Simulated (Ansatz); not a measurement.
Born–Oppenheimer molecular dynamics of a periodic cell of 17 atoms, Si₁₆O (host Si, host structure diamond, interstitial O). It goes on from the last frame of an earlier run, with new velocities.

Method: DFT PBEsol, scalar-relativistic, plane waves, PAW in Ansatz 0.2.0. Settings: accuracy low, PAW set soft_1, cutoff 420 eV, k mesh 2x2x2, fermi-dirac smearing 0.05 eV, spin collinear.

* ensemble: NVT, Langevin thermostat
* time step: 1 fs
* steps asked: 110
* set temperature: 1680 K
* friction: 0.005 /fs
* seed: 462585

Frames 5 fs apart, positions in Å.

Velocities at 0 fs (Å/ps):

```
Si 1.15 1.96 4.46
Si 4.79 -0.49 -8.87
Si -7.02 -11.57 5.43
Si 12.76 4.28 2.29
Si -5.04 -8.94 5.84
Si 3.63 9.66 1.27
Si -1.53 -11.27 1.51
Si 4.60 -0.49 -3.13
Si -4.12 15.71 -10.82
Si 5.41 -4.24 -6.36
Si -2.55 8.52 -4.29
Si -7.08 -0.53 -9.48
Si -3.11 5.42 12.32
Si -3.87 -1.41 -7.95
Si -1.01 -1.21 2.30
Si 7.26 -12.16 9.37
O -7.48 11.86 10.73
```

```xyz
17
Lattice="0.0000 5.4300 5.4300 5.4300 0.0000 5.4300 5.4300 5.4300 0.0000" Properties=species:S:1:pos:R:3 time_fs=0 energy_less_start_eV=0.000 T=1581
Si 0.126 0.726 0.109
Si 1.731 1.748 1.348
Si 3.166 2.676 -0.097
Si 4.601 4.314 1.068
Si 3.119 0.419 3.037
Si 4.076 2.186 4.407
Si 5.590 2.899 2.542
Si 7.030 4.156 4.203
Si 0.197 2.815 2.830
Si 1.805 4.157 3.967
Si 3.046 5.523 2.308
Si 4.339 6.604 3.885
Si 2.578 3.123 5.885
Si 4.295 4.368 6.994
Si 5.571 5.430 5.368
Si 6.804 6.755 6.841
O 6.463 5.607 9.595
17
Lattice="0.0000 5.4300 5.4300 5.4300 0.0000 5.4300 5.4300 5.4300 0.0000" Properties=species:S:1:pos:R:3 time_fs=5 energy_less_start_eV=0.626 T=1223
Si 0.137 0.730 0.124
Si 1.754 1.746 1.317
Si 3.125 2.623 -0.073
Si 4.656 4.324 1.073
Si 3.093 0.374 3.058
Si 4.097 2.230 4.407
Si 5.579 2.840 2.560
Si 7.052 4.152 4.187
Si 0.187 2.890 2.776
Si 1.829 4.144 3.932
Si 3.029 5.558 2.292
Si 4.303 6.603 3.841
Si 2.565 3.153 5.944
Si 4.267 4.364 6.962
Si 5.569 5.425 5.379
Si 6.840 6.701 6.880
O 6.433 5.668 9.648
17
Lattice="0.0000 5.4300 5.4300 5.4300 0.0000 5.4300 5.4300 5.4300 0.0000" Properties=species:S:1:pos:R:3 time_fs=10 energy_less_start_eV=1.414 T=859
Si 0.154 0.729 0.127
Si 1.770 1.737 1.319
Si 3.085 2.576 -0.063
Si 4.680 4.309 1.057
Si 3.071 0.340 3.070
Si 4.121 2.260 4.396
Si 5.573 2.785 2.596
Si 7.073 4.148 4.168
Si 0.180 2.955 2.717
Si 1.841 4.142 3.900
Si 3.027 5.568 2.284
Si 4.274 6.616 3.806
Si 2.546 3.186 6.003
Si 4.229 4.369 6.946
Si 5.573 5.412 5.379
Si 6.866 6.661 6.909
O 6.429 5.723 9.685
17
Lattice="0.0000 5.4300 5.4300 5.4300 0.0000 5.4300 5.4300 5.4300 0.0000" Properties=species:S:1:pos:R:3 time_fs=15 energy_less_start_eV=1.646 T=737
Si 0.176 0.735 0.119
Si 1.774 1.723 1.349
Si 3.060 2.545 -0.069
Si 4.679 4.290 1.043
Si 3.054 0.311 3.078
Si 4.149 2.269 4.381
Si 5.569 2.744 2.646
Si 7.093 4.143 4.145
Si 0.168 3.014 2.676
Si 1.850 4.164 3.873
Si 3.043 5.550 2.287
Si 4.254 6.642 3.779
Si 2.522 3.217 6.046
Si 4.193 4.384 6.948
Si 5.577 5.397 5.379
Si 6.879 6.643 6.919
O 6.462 5.755 9.692
17
Lattice="0.0000 5.4300 5.4300 5.4300 0.0000 5.4300 5.4300 5.4300 0.0000" Properties=species:S:1:pos:R:3 time_fs=20 energy_less_start_eV=1.115 T=1013
Si 0.207 0.742 0.107
Si 1.769 1.702 1.425
Si 3.059 2.536 -0.102
Si 4.667 4.262 1.037
Si 3.032 0.292 3.091
Si 4.162 2.276 4.360
Si 5.579 2.716 2.693
Si 7.109 4.125 4.128
Si 0.159 3.064 2.650
Si 1.853 4.205 3.857
Si 3.072 5.501 2.305
Si 4.255 6.680 3.762
Si 2.497 3.238 6.073
Si 4.166 4.412 6.949
Si 5.583 5.383 5.385
Si 6.880 6.647 6.906
O 6.524 5.770 9.671
17
Lattice="0.0000 5.4300 5.4300 5.4300 0.0000 5.4300 5.4300 5.4300 0.0000" Properties=species:S:1:pos:R:3 time_fs=25 energy_less_start_eV=0.561 T=1274
Si 0.233 0.741 0.088
Si 1.772 1.671 1.516
Si 3.080 2.544 -0.147
Si 4.657 4.228 1.039
Si 3.010 0.285 3.109
Si 4.159 2.280 4.332
Si 5.593 2.712 2.732
Si 7.112 4.104 4.121
Si 0.152 3.098 2.628
Si 1.841 4.252 3.849
Si 3.116 5.423 2.337
Si 4.279 6.728 3.755
Si 2.463 3.257 6.087
Si 4.163 4.454 6.947
Si 5.581 5.372 5.381
Si 6.875 6.662 6.873
O 6.609 5.759 9.650
17
Lattice="0.0000 5.4300 5.4300 5.4300 0.0000 5.4300 5.4300 5.4300 0.0000" Properties=species:S:1:pos:R:3 time_fs=30 energy_less_start_eV=0.463 T=1498
Si 0.255 0.741 0.066
Si 1.773 1.643 1.615
Si 3.105 2.565 -0.197
Si 4.643 4.180 1.037
Si 2.995 0.293 3.134
Si 4.132 2.275 4.315
Si 5.608 2.724 2.750
Si 7.102 4.070 4.125
Si 0.158 3.118 2.604
Si 1.832 4.291 3.852
Si 3.173 5.332 2.370
Si 4.323 6.784 3.751
Si 2.410 3.277 6.088
Si 4.168 4.491 6.947
Si 5.588 5.373 5.372
Si 6.869 6.680 6.830
O 6.688 5.742 9.642
17
Lattice="0.0000 5.4300 5.4300 5.4300 0.0000 5.4300 5.4300 5.4300 0.0000" Properties=species:S:1:pos:R:3 time_fs=35 energy_less_start_eV=0.664 T=1382
Si 0.275 0.744 0.053
Si 1.757 1.612 1.706
Si 3.127 2.602 -0.237
Si 4.630 4.132 1.038
Si 2.980 0.317 3.159
Si 4.083 2.257 4.301
Si 5.634 2.763 2.758
Si 7.093 4.026 4.137
Si 0.171 3.122 2.583
Si 1.818 4.299 3.857
Si 3.236 5.249 2.394
Si 4.372 6.854 3.755
Si 2.348 3.292 6.075
Si 4.169 4.511 6.944
Si 5.599 5.380 5.356
Si 6.872 6.702 6.788
O 6.741 5.750 9.647
17
Lattice="0.0000 5.4300 5.4300 5.4300 0.0000 5.4300 5.4300 5.4300 0.0000" Properties=species:S:1:pos:R:3 time_fs=40 energy_less_start_eV=0.958 T=1383
Si 0.289 0.749 0.046
Si 1.739 1.585 1.780
Si 3.144 2.644 -0.261
Si 4.631 4.076 1.032
Si 2.966 0.349 3.181
Si 4.029 2.224 4.301
Si 5.681 2.811 2.758
Si 7.082 3.993 4.155
Si 0.195 3.117 2.566
Si 1.794 4.277 3.856
Si 3.303 5.183 2.408
Si 4.414 6.923 3.762
Si 2.287 3.309 6.045
Si 4.167 4.526 6.951
Si 5.604 5.398 5.343
Si 6.881 6.712 6.748
O 6.769 5.794 9.668
17
Lattice="0.0000 5.4300 5.4300 5.4300 0.0000 5.4300 5.4300 5.4300 0.0000" Properties=species:S:1:pos:R:3 time_fs=45 energy_less_start_eV=1.492 T=1132
Si 0.294 0.753 0.038
Si 1.712 1.564 1.828
Si 3.160 2.696 -0.270
Si 4.646 4.018 1.016
Si 2.959 0.367 3.204
Si 3.975 2.188 4.317
Si 5.734 2.865 2.749
Si 7.066 3.978 4.177
Si 0.230 3.110 2.555
Si 1.779 4.247 3.866
Si 3.352 5.137 2.412
Si 4.461 6.979 3.777
Si 2.230 3.330 5.997
Si 4.155 4.542 6.949
Si 5.603 5.409 5.330
Si 6.895 6.719 6.702
O 6.782 5.849 9.701
17
Lattice="0.0000 5.4300 5.4300 5.4300 0.0000 5.4300 5.4300 5.4300 0.0000" Properties=species:S:1:pos:R:3 time_fs=50 energy_less_start_eV=2.153 T=1001
Si 0.294 0.764 0.031
Si 1.679 1.556 1.854
Si 3.172 2.744 -0.266
Si 4.678 3.959 0.996
Si 2.964 0.384 3.228
Si 3.925 2.143 4.344
Si 5.786 2.908 2.726
Si 7.048 3.976 4.197
Si 0.256 3.112 2.550
Si 1.761 4.217 3.888
Si 3.388 5.108 2.423
Si 4.507 7.005 3.792
Si 2.185 3.345 5.941
Si 4.131 4.554 6.946
Si 5.602 5.427 5.311
Si 6.907 6.738 6.664
O 6.789 5.905 9.730
17
Lattice="0.0000 5.4300 5.4300 5.4300 0.0000 5.4300 5.4300 5.4300 0.0000" Properties=species:S:1:pos:R:3 time_fs=55 energy_less_start_eV=2.716 T=729
Si 0.292 0.777 0.046
Si 1.651 1.547 1.854
Si 3.177 2.776 -0.244
Si 4.734 3.910 0.977
Si 2.971 0.396 3.242
Si 3.886 2.106 4.375
Si 5.832 2.939 2.699
Si 7.024 3.986 4.212
Si 0.277 3.123 2.542
Si 1.747 4.201 3.916
Si 3.416 5.088 2.440
Si 4.554 7.012 3.813
Si 2.157 3.361 5.887
Si 4.107 4.564 6.931
Si 5.609 5.454 5.297
Si 6.919 6.752 6.637
O 6.794 5.951 9.745
```

Of the whole run (110 fs, mean temperature of the second half 1373 K): The mean temperature of the second half is 18 % below the set value. A run of 0.11 ps of so small a system gives no equilibrium averages. Limits of this set-up: coarse k mesh, PAW files made for another functional, a small cell, in which the defect meets its images, low accuracy level.

Run time: 20 min on 1 thread of Arm Neoverse V2, on a shared host, peak memory 0.69 GiB.
